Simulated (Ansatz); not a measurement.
`NCCO[SiH3]` → 2 C• + 9 H• + N• + O• + Si•  (atomization)

Computed with Ansatz on PBE0-D4/def2-TZVP structures; ΔE is electronic, products minus reactants. CBS: MP2 limit from def2 TZ/QZ plus the TZ coupled-cluster correction, frozen cores. This one scheme is used for every species, atoms too. For atomizations the MP2-based limit and the directly extrapolated one differ by several kJ/mol either way, and by 10 to 25 for some Ge, Se and Sn compounds, so smaller differences from it don't rank the levels. DFT in def2-TZVPP. B3LYP here is the variant with VWN-RPA as its local correlation; programs differ in this. No spin–orbit coupling; open shells (•) take unrestricted orbitals. Spin–orbit coupling would lower the free atoms: a little for C, O, Si. One conformer a species, not always the lowest.

```
             level  ΔE (eV)  difference from CCSD(T)/CBS
            PBE-D4    53.04                         0.59
           BLYP-D4    52.30                        -0.15
          B3LYP-D4    52.46                         0.01
          BHLYP-D4    51.08                        -1.37
           ωB97X-V    52.61                         0.16
            B2PLYP    51.85                        -0.60
              BLYP    51.72                        -0.73
         CAM-B3LYP    52.54                         0.09
SCS-MP2/def2-QZVPP    52.62                         0.17
     MP2/CBS(def2)    52.93                         0.48
       CCSD(T)/CBS    52.45                            0
```

Largest T1 diagnostic among the species: 0.012.

From PBE to PBE0 (25 % exact exchange), in def2-TZVPP and without D4, ΔE moves by −0.77 eV: exact exchange takes away binding that semilocal exchange gives to molecules. At CCSD(T), def2-SVP lies −3.08 eV from the extrapolated value and def2-TZVPP −1.40 eV: correlation converges slowly with the basis, and small sets miss more of it in the bonded molecule than in its fragments.
